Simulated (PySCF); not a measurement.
## Au³⁺ (gold, charge +3) across methods

[Xe] 4f14 5d8, high-spin 3F determinant. All numbers are calculated (PySCF 2.14, a scalar-relativistic core potential, in aug-cc-pwCVDZ-PP with ECP60MDF). The B2PLYP total includes its PT2 part (frozen core); its orbital energies are those of the SCF part.

| method | E (hartree) | mean ε 5p β (eV) | mean ε 5d α (eV) | mean ε 5d β (eV) | Σ⟨r²⟩ (bohr²) | ⟨S²⟩ |
| --- | --- | --- | --- | --- | --- | --- |
| LDA | -133.1191 | -94.857 | -41.473 | -40.122 | 29.21 | 2.000 |
| UHF | -132.66795 | -107.63 | -48.261 | -46.379 | 28.76 | 2.003 |
| PBE0 | -133.3888 | -98.319 | -43.319 | -41.897 | 28.91 | 2.001 |
| B2PLYP | -133.1928 | -101.86 | -45.129 | -43.598 | 28.90 | 2.001 |
| CAM-B3LYP | -133.3422 | -99.730 | -44.740 | -43.403 | 29.01 | 2.001 |
| PBE | -133.4060 | -94.796 | -41.330 | -40.028 | 29.03 | 2.000 |
| r2SCAN | -133.4432 | -96.144 | -41.770 | -40.307 | 28.83 | 2.001 |
| wB97M-V | -133.3266 | -101.07 | -45.712 | -44.404 | 28.91 | 2.001 |
| M06-2X | -133.2815 | -101.28 | -45.293 | -43.851 | 28.98 | 2.001 |

Energies and moments cover only the electrons outside the core potential. Spin-orbit coupling, absent here, splits the open shell strongly.
